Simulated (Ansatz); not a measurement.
Geometry optimisation of `N#[C][In]([F])[Cl]`.

```yaml
crystal:
  periodic: [false, false, false]
  atoms:
    - {symbol: N, position_ang: [-1.418431, 1.474638, 1.675883]}
    - {symbol: C, position_ang: [-0.788710, 0.807125, 0.943317]}
    - {symbol: In, position_ang: [0.332021, -0.399349, -0.371959]}
    - {symbol: F, position_ang: [0.443620, -2.329248, -0.042888]}
    - {symbol: Cl, position_ang: [1.481500, 0.373135, -2.245854]}
basis:
  gaussian: {orbitals: def2-TZVP}
hamiltonian: {xc: pbe0, dispersion: d4}
relax: {f_tol: 0.005, max_steps: 150}
```

```sh
$ ansatz run in.yaml --threads 2 --pin off --events-out ev --progress --plain
```

Output, abridged:

```
Functional definition: PBE0
mean field -22934.60290334 eV, -842.8311110656 hartree, gradient 7.1e-5 eV, S^2 0.000000; 0 other end points of the search recorded, 0 dependent functions left out
relax step   1: F+E_penalty+E_count = -22934.70512130 eV  Δ(F+E_penalty+E_count) = +0.000e0 eV  max|allowed force component| = 1.578e0 eV/Å  Δτ_max = 0.0000 Å  (29 SCF iters, accepted)
mean field -22934.66929147 eV, -842.8335507844 hartree, gradient 1.1e-5 eV, S^2 0.000000; 0 other end points of the search recorded, 0 dependent functions left out
relax step   2: F+E_penalty+E_count = -22934.77318260 eV  Δ(F+E_penalty+E_count) = -6.806e-2 eV  max|allowed force component| = 1.422e-1 eV/Å  Δτ_max = 0.0562 Å  (33 SCF iters, accepted)
mean field -22934.67079701 eV, -842.8336061118 hartree, gradient 1.9e-5 eV, S^2 0.000000; 0 other end points of the search recorded, 0 dependent functions left out
relax step   3: F+E_penalty+E_count = -22934.77446572 eV  Δ(F+E_penalty+E_count) = -1.283e-3 eV  max|allowed force component| = 1.495e-2 eV/Å  Δτ_max = 0.0137 Å  (35 SCF iters, accepted)
mean field -22934.67083554 eV, -842.8336075278 hartree, gradient 1.9e-5 eV, S^2 0.000000; 0 other end points of the search recorded, 0 dependent functions left out
relax step   4: F+E_penalty+E_count = -22934.77449515 eV  Δ(F+E_penalty+E_count) = -2.943e-5 eV  max|allowed force component| = 7.841e-3 eV/Å  Δτ_max = 0.0017 Å  (35 SCF iters, accepted)
mean field -22934.67084490 eV, -842.8336078718 hartree, gradient 1.9e-5 eV, S^2 0.000000; 0 other end points of the search recorded, 0 dependent functions left out
relax step   5: F+E_penalty+E_count = -22934.77451191 eV  Δ(F+E_penalty+E_count) = -1.675e-5 eV  max|allowed force component| = 3.249e-3 eV/Å  Δτ_max = 0.0058 Å  (34 SCF iters, accepted)
mean field -22934.67084490 eV, -842.8336078718 hartree, gradient 1.9e-5 eV, S^2 0.000000; 1 other end points of the search recorded, 0 dependent functions left out
Total energy: -22934.77455188 eV, -842.8374190329 hartree
Atom 0 at    -1.392608     1.451352     1.648783 Å, force     0.001338    -0.003249    -0.000956 eV/Å
Atom 1 at    -0.781871     0.784371     0.934852 Å, force     0.000270     0.001278    -0.000801 eV/Å
Atom 2 at     0.330374    -0.389556    -0.376358 Å, force    -0.000168    -0.000094    -0.000080 eV/Å
Atom 3 at     0.434397    -2.280855    -0.039717 Å, force    -0.001050     0.001983     0.001159 eV/Å
Atom 4 at     1.459708     0.360989    -2.209062 Å, force    -0.000390     0.000081     0.000678 eV/Å
Dipole moment:     0.180882     0.007067    -0.264026 e Å
```

Hardware: 2 threads of a server CPU on a shared host. Wall time 25 s, peak host memory 0.46 GiB.
